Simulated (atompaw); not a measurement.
# Plane-wave convergence, PAW (atompaw) potential for tantalum (Ta)

tantalum (Ta), PAW, made with atompaw 4.2.0.5 (PBE, scalar-relativistic). Core [Kr] 4d10 4f14 5s2, reference 5p6 5d3 6s1 6p1. Waves: 6s (bound): rc 2.95 bohr; 6s channel at 1.3 Ry: rc 2.90 bohr; 5p (bound): rc 2.35 bohr; 6p (bound): rc 2.95 bohr; 5d (bound): rc 2.95 bohr; 5d channel at 0.25 Ry: rc 2.95 bohr. Local part: troulliermartins scheme with l = 3 at 1 Ry, radius 2.50 bohr. Core correction: smooth core density matched at 2.20 bohr. Augmentation charge: sinc compensation charge, radius 1.82 bohr; PAW radius 2.95 bohr; waves and projectors: modrrkj vanderbiltortho.

The pseudo-atom Hamiltonian at the reference potential is diagonalised in spherical Bessel functions j_l(qr) that vanish at 20 bohr, with q² up to the cutoff. All-electron valence levels (Ry): 6s -0.4709, 5p -3.0081, 6p -0.1543, 5d -0.3595.

**Question.** How do the lowest levels (Ry) of each channel move with the cutoff, and are there ghosts?

**Answer.**

```csv
cutoff (Ry),s #1,s #2,p #1,p #2,p #3,p #4,d #1,d #2,f #1,f #2,Σ f·Δε (mRy)
8,-0.4709,-0.1304,-2.9593,-0.1482,0.0237,0.1472,-0.3554,0.0315,0.0864,0.2009,311.0
12,-0.4709,-0.3992,-3.0057,-0.1540,0.0223,0.1446,-0.3590,0.0313,0.0864,0.2008,16.3
15,-0.4709,-0.4004,-3.0070,-0.1543,0.0221,0.1438,-0.3592,0.0313,0.0864,0.2008,7.4
21,-0.4709,-0.4156,-3.0077,-0.1880,-0.1542,0.0225,-0.3595,0.0313,0.0864,0.2008,2.5
25,-0.4709,-0.4172,-3.0080,-0.3286,-0.1543,0.0224,-0.3595,0.0313,0.0864,0.2008,0.7
35,-0.4709,-0.4176,-3.0080,-0.3419,-0.1543,0.0224,-0.3595,0.0313,0.0864,0.2008,0.3
400,-0.4709,-0.4178,-3.0081,-0.3442,-0.1543,0.0224,-0.3595,0.0313,0.0864,0.2008,0.0
```

Result: ghost states, extra bound levels that the all-electron valence spectrum of the same l lacks: s at -5.7 eV, p at -4.7 eV (a true bound ghost makes a file unfit for plane-wave use); 10 mRy is reached at 15 Ry and 1 mRy at 25 Ry.
